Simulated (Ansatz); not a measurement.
`[NH]=[W](=[NH])([OH])[F]`. Total charge 0; spin multiplicity 1. W takes the def2 core potential.

Z-matrix (Å, degrees):
```
W
N 1 1.743
O 1 1.894 2 107.2
N 1 1.746 2 111.4 3 118.2
F 1 1.875 2 108.8 3 -122.4
H 2 1.007 1 158.3 3 -118.1
H 3 0.960 1 120.6 2 135.9
H 4 1.008 1 154.4 2 1.8
```

**Question.** What are the harmonic wavenumbers in cm⁻¹ at PBE0-D4/def2-TZVP (Ansatz, finite differences of forces, unscaled)? (Best estimate.)

**Answer.** The calculation gave: 189, 234, 245, 257, 285, 345, 425, 565, 621, 665, 689, 703, 742, 1000, 1048, 3657, 3672, 3901.

**Question.** Is this a minimum?

**Answer.** Yes, all 18 modes are real.

**Question.** Give the ideal-gas thermochemistry at 298.15 K and 1 bar (rigid rotor, harmonic oscillator; point group C1, symmetry number 1).

**Answer.** Zero-point energy 115.1 kJ/mol; H(298) − E = 135.5 kJ/mol; entropy 345.2 J/(mol·K), of which translation 177.7, rotation 111.3, vibration 56.2; G(298) − E = 32.6 kJ/mol.

**Question.** Rotational constants (cm⁻¹)?

**Answer.** 0.121, 0.107, 0.1029.
